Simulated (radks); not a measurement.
Results of a calculation; reference values are marked as such.
Effect of the nuclear size on the chlorine ion Cl+, [Ne] 3s2 3p4. Level of theory: Dirac Kohn-Sham, relativistic LDA (MacDonald-Vosko exchange, VWN5 correlation), spin-unpolarised, spherical densities, finite nucleus; open shells fill j = l - 1/2 first; Fermi nuclear charge, rms radius 3.3654 fm (a radial shooting solver on a logarithmic mesh with Libxc functionals). The rms radius is varied about that value; shifts are against it.

rms radius (fm),total energy shift (eV),density at nucleus (e/bohr^3),1s1/2 shift (meV),2s1/2 shift (meV)
3.0053,-0.00282,3565,-1.18,-0.086
3.1803,-0.00149,3561,-0.623,-0.045
3.3654,0,3557,0.000,0.000
3.675,0.00267,3551,1.12,0.081
3.9039,0.00479,3547,2.01,0.146

Slopes of the eigenvalues against <r^2> in GHz/fm^2, as finite differences over the two radii next to the reference (eigenvalue slopes, not the field-shift constants of lines): 1s1/2 124, 2s1/2 9.04.
